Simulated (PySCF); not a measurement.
Computed shifts of a molecule H8N2Si3, PySCF with PBE/pcSseg-1, GIAO, gas phase, atoms alike by connectivity averaged where their shifts nearly agree, in ppm (number of nuclei): ¹⁵N: 28.3 (1), 12.8 (1). ²⁹Si: -12.2 (1), -13.1 (2). ¹H: 6.12 (1), 6.10 (1), 6.02 (1), 5.97 (1), 5.94 (1), 0.43 (1), 0.23 (1), 0.23 (1). References: ¹⁵N against NH3 (σ = 267.0 ppm); ²⁹Si against TMS (σ = 335.4 ppm); ¹H against TMS (σ = 31.49 ppm), references at their B3LYP-D3(BJ)/def2-TZVP geometries, non-relativistic. The structure is a stationary point at B3LYP-D3(BJ)/def2-SVP. One conformer was computed; it need not be the lowest.

Problem. Which structure fits?
(A) [SiH3][SiH]1N[SiH2]N1
(B) N[Si@@H]1N[SiH2][SiH2]1
(C) [SiH3]N1[SiH2]N[SiH2]1
(D) N[SiH]1[SiH2]N[SiH2]1

Solution. D, N[SiH]1[SiH2]N[SiH2]1
